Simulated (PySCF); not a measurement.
Bond curve of SiHg⁺

Set-up: Si def2-SVP, Hg def2-SVP with ECP60; scalar-relativistic core potentials (PySCF 2.14). Energies in eV from Si⁺ + Hg in their ground configurations at the same level. State: ²Π (doublet), unpaired electrons π ↑.

| R (Å) | LDA | PBEsol |
| --- | --- | --- |
| 2.269 | -1.414 | -1.242 |
| 2.374 | -1.601 | -1.456 |
| 2.480 | -1.678 | -1.556 |
| 2.559 | -1.688 | -1.580 |
| 2.638 | -1.669 | -1.574 |
| 2.717 | -1.630 | -1.546 |
| 2.823 | -1.558 | -1.486 |
| 2.955 | -1.448 | -1.390 |
| 3.113 | -1.305 | -1.260 |
| 3.324 | -1.117 | -1.085 |

**Question.** Put a parabola through the three lowest points of the LDA curve and estimate Re, k and ωe (reduced mass 24.57 u; 1 eV/Å² = 0.16022 mdyn/Å; ωe = 1302.8·√(k/μ) cm⁻¹).

**Answer.** Through R = 2.48, 2.559, 2.638 Å the second-order coefficient is 2.32 eV/Å², so Re ≈ 2.547 Å, k ≈ 0.744 mdyn/Å and ωe ≈ 227 cm⁻¹. A polynomial fit of higher order to the unrounded LDA energies gives Re = 2.542 Å, k = 0.778 mdyn/Å, ωe = 232 cm⁻¹; anharmonicity and rounding make the difference.

The higher-order fit for each curve: LDA: Re = 2.542 Å, ωe = 232 cm⁻¹, De = 1.69 eV; PBEsol: Re = 2.579 Å, ωe = 221 cm⁻¹, De = 1.58 eV.

Spin–orbit coupling is left out, which matters for elements this heavy, above all for dissociation energies. For an ion De counts to the pair picked by the measured ionisation energies or electron affinities, which need not be the lowest pair at this level. The state is the lowest determinant that a PBE0 search found; another state may lie lower at other levels.
